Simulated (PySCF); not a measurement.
SMILES O[Te]O (PBE0/def2-SVP optimised geometry):

```
5

Te    -0.973    -1.131     0.000
O     -1.303     0.827     0.000
H     -1.239     1.131     0.915
O      1.014    -1.131     0.000
H      1.303    -1.019    -0.915
```

Calculation: PBE0/def2-TZVP, def2 effective core potentials past Kr (PySCF 2.14.0).

Question: What are the frontier orbital energies and the dipole moment?

Answer: HOMO-2 -9.18 eV, HOMO-1 -9.17 eV, HOMO -6.30 eV, LUMO -1.62 eV, LUMO+1 -1.29 eV; dipole moment 0.81 D.
